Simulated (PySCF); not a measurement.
PySCF 2.14 output of an unrestricted r2SCAN calculation on a single atom or ion in dyall-av2z (22s16p12d, 130 functions), with the non-relativistic Hamiltonian (point nucleus):

```
SCF conv_tol = 1e-09
number electrons alpha = 26  beta = 24
    J. W. Furness, A. D. Kaplan, J. Ning, J. P. Perdew, and J. Sun.,  J. Phys. Chem. Lett. 11, 8208-8215 (2020)
    J. W. Furness, A. D. Kaplan, J. Ning, J. P. Perdew, and J. Sun.,  J. Phys. Chem. Lett. 11, 9248-9248 (2020)
    J. W. Furness, A. D. Kaplan, J. Ning, J. P. Perdew, and J. Sun.,  J. Phys. Chem. Lett. 11, 8208-8215 (2020)
    J. W. Furness, A. D. Kaplan, J. Ning, J. P. Perdew, and J. Sun.,  J. Phys. Chem. Lett. 11, 9248-9248 (2020)
cycle= 1 E= -6315.65556373576  delta_E= -0.0184  |g|= 0.0263  |ddm|= 0.278
cycle= 2 E= -6315.65564257356  delta_E= -7.88e-05  |g|= 0.00635  |ddm|= 0.0191
cycle= 3 E= -6315.65564710486  delta_E= -4.53e-06  |g|= 0.00266  |ddm|= 0.0071
cycle= 4 E= -6315.65564800621  delta_E= -9.01e-07  |g|= 0.00134  |ddm|= 0.00232
cycle= 5 E= -6315.65564819105  delta_E= -1.85e-07  |g|= 5.92e-05  |ddm|= 0.000721
cycle= 6 E= -6315.65564819552  delta_E= -4.48e-09  |g|= 4.97e-06  |ddm|= 0.00019
cycle= 7 E= -6315.65564819554  delta_E= -1.64e-11  |g|= 9.55e-07  |ddm|= 1.8e-05
converged SCF energy = -6315.65564819554  <S^2> = 2.0046522  2S+1 = 3.0030999
```

The run itself started from symmetry-adapted Hartree-Fock orbitals and held the occupation by maximum overlap, on a logarithmic radial grid, so the iterations belong to that start.

**Question.** Which element, charge and spin multiplicity is this?

**Answer.** Sb+ (antimony, charge +1), multiplicity 3; the state was [Kr] 4d10 5s2 5p2, high-spin 3P determinant.

A non-relativistic calculation at this Z misses sizeable relativistic shifts.
